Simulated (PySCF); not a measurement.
Molecule: SMILES C(C1=CC(=O)C=CC1=C)#N, C$_{8}$H$_{5}$NO.

Cartesian coordinates in Å; atom numbers follow the order of the lines, from 1:
```xyz
15

C     1.563   -1.547    0.208
C     0.509   -0.717    0.105
C    -0.853   -1.188    0.239
C    -1.909   -0.371    0.136
C    -1.766    1.066   -0.120
O    -2.720    1.818   -0.216
C    -0.384    1.543   -0.254
C     0.674    0.711   -0.150
C     1.988    1.225   -0.291
N     3.048    1.645   -0.406
H     1.426   -2.599    0.396
H     2.576   -1.195    0.107
H    -0.986   -2.245    0.428
H    -2.920   -0.736    0.238
H    -0.250    2.598   -0.443
```

Frames of a GFN2-xTB Langevin trajectory at 200 K; GIAO PBE0/pcSseg-1 shieldings in PySCF 2.14, gas phase, non-relativistic; equivalent atoms averaged within each frame.

Scale: TMS for 13C (186.93 ppm); H2O for 17O (336.08 ppm); NH3 for 15N (267.73 ppm) (reference shieldings calculated alike). The references are static minima.

Problem. How do the shifts (ppm) fluctuate along the trajectory?

Solution. 
```
         time (fs)     C5     C7     C3     C2     C1     C4     C8     C9     O6    N10
               250  189.2  152.5  145.9  142.7  140.5  135.7  132.7  123.5  737.9  335.5
               425  187.4  148.7  155.7  150.9  149.0  139.7  123.1  120.7  713.2  343.1
               625  184.1  146.6  143.4  143.7  140.1  138.0  124.7  124.0  668.7  344.6
               800  184.2  146.9  149.8  139.3  140.9  147.1  128.6  120.8  661.8  325.6
              1000  182.6  145.1  146.5  140.7  140.8  139.8  131.1  123.6  710.8  335.7
    mean of frames  185.5  148.0  148.3  143.5  142.3  140.1  128.0  122.5  698.5  336.9
standard deviation    2.7    2.8    4.7    4.5    3.8    4.3    4.1    1.6   32.2    7.6
```

5 frames give an uncertainty of the mean of about the standard deviation over 2.2 at best, since frames this close in time may not be independent; classical motion lacks zero-point vibration, and the reference would need the same averaging.
